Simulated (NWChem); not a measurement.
Molecule: CH$_{4}$O$_{2}$Si; SMILES O=C[SiH2]O

```xyz
8

O     -0.5526     1.7092     0.0000
C      0.5415     1.1629     0.0000
Si     0.5364    -0.7703     0.0000
O     -1.0858    -1.1050     0.0000
H      1.4620     1.7913     0.0000
H      1.2358    -1.2756    -1.2106
H      1.2358    -1.2756     1.2106
H     -1.5847    -0.2660     0.0000
```
Atoms are numbered in this order, from 1.

Program: NWChem. Coordinates come from a B3LYP/6-31G* (spherical d) optimisation. Total energies compare along this basis series because the functional is fixed.

| level | basis functions | energy (Ha) | highest occupied level (eV) | orbital gap (eV) | dipole (D) |
|---|---|---|---|---|---|
| Hartree-Fock/cc-pVDZ | 80 | -478.8758 | -11.07 | 13.81 | 2.40 |
| Hartree-Fock/aug-cc-pVDZ | 132 | -478.8967 | -11.20 | 12.05 | 2.59 |
| Hartree-Fock/cc-pVTZ | 180 | -478.9621 | -11.18 | 13.63 | 2.44 |
| Hartree-Fock/aug-cc-pVTZ | 280 | -478.9662 | -11.23 | 11.94 | 2.57 |
